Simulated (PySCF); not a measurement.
C6H10O, charge +1, multiplicity 2. Atoms are numbered in the order given.

```xyz
17

O      2.2756    -0.3491     0.0000
C      1.1615     0.0616     0.0000
C      0.3811     0.3480    -1.3193
C     -1.0030    -0.2864    -1.2538
C     -1.7871     0.1066     0.0000
C     -1.0030    -0.2864     1.2538
C      0.3811     0.3480     1.3193
H      0.3321     1.4525    -1.3370
H      1.0037    -0.0074    -2.1502
H     -1.5375     0.0590    -2.1599
H     -0.9182    -1.3815    -1.3457
H     -2.7656    -0.3937     0.0000
H     -1.9826     1.1923     0.0000
H     -1.5375     0.0590     2.1599
H     -0.9182    -1.3815     1.3457
H      1.0037    -0.0074     2.1502
H      0.3321     1.4525     1.3370
```
Charge +1, spin multiplicity 2.

The structure is a stationary point at B3LYP-D3(BJ)/def2-SVP. The multiplicity is an assumed one; other spin states were not compared. Other conformers were not sampled.

Computed with B3LYP-D3(BJ)/def2-SVP run with PySCF.

Frequencies are harmonic and unscaled.

```tsv
mode	ν (cm⁻¹)	IR (km/mol)	moving atoms (share of kinetic energy)
1	88	2.0	C 41 %, O 39 %, H 20 %
2	187	0.1	C 46 %, H 45 %, O 9 %
3	303	0.4	H 47 %, C 44 %, O 9 %
4	364	0.4	O 43 %, C 39 %, H 18 %
5	374	3.7	C 55 %, H 31 %, O 14 %
6	430	2.7	C 72 %, H 26 %
7	478	0.2	H 57 %, C 42 %
8	603	12.2	C 65 %, H 19 %, O 15 %
9	673	3.1	C 68 %, H 29 %
10	738	3.3	C 70 %, H 29 %
11	790	29.9	C 57 %, H 43 %
12	823	26.5	C 68 %, H 32 %
13	863	3.2	H 72 %, C 28 %
14	901	8.3	H 54 %, C 46 %
15	921	13.5	H 53 %, C 47 %
16	940	26.1	C 63 %, H 36 %
17	1001	18.2	C 60 %, H 40 %
18	1055	4.7	H 97 %
19	1072	16.4	H 56 %, C 43 %
20	1078	1.3	C 70 %, H 30 %
21	1107	20.0	H 97 %
22	1178	53.8	H 74 %, C 25 %
23	1206	0.0	H 70 %, C 30 %
24	1257	17.0	H 80 %, C 20 %
25	1287	0.3	H 77 %, C 22 %
26	1296	3.8	H 79 %, C 21 %
27	1347	0.2	H 72 %, C 28 %
28	1365	0.9	H 73 %, C 26 %
29	1381	9.3	H 74 %, C 26 %
30	1404	12.4	H 88 %, C 12 %
31	1412	32.5	H 91 %, C 9 %
32	1417	5.1	H 90 %, C 10 %
33	1427	12.2	H 90 %, C 10 %
34	1466	8.6	H 92 %, C 8 %
35	1770	1.1	C 56 %, O 42 %
36	3003	44.9	H 94 %
37	3010	107.2	H 94 %
38	3035	11.4	H 94 %
39	3040	5.6	H 94 %
40	3051	10.1	H 94 %
41	3084	12.7	H 91 %, C 9 %
42	3088	13.8	H 91 %, C 9 %
43	3128	1.5	H 91 %, C 9 %
44	3158	0.5	H 91 %, C 9 %
45	3158	4.5	H 91 %, C 9 %
```
